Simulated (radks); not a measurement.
Removal energies from the thallium ion Tl+, [Hg], by Delta-SCF beside the eigenvalue of the level emptied. All-electron calculation, scalar-relativistic Kohn-Sham, PBE, spin-polarised, spherical densities, finite nucleus; Fermi nuclear charge, rms radius of each element as measured or else 0.836 A^(1/3) + 0.57 fm. Program: a radial shooting solver on a logarithmic mesh with Libxc functionals. Open shells are filled with parallel spins first.

| removed from | final configuration | Delta-SCF (eV) | -eigenvalue (eV) |
|---|---|---|---|
| 6s | [Xe] 4f14 5d10 6s1 | 20.540 | 16.300 |
| 5d | [Xe] 4f14 5d9 6s2 | 29.178 | 22.761 |
| 5p | [Kr] 4d10 4f14 5s2 5p5 5d10 6s2 | 90.931 | 83.399 |
| 4f | [Xe] 4f13 5d10 6s2 | 134.77 | 121.32 |
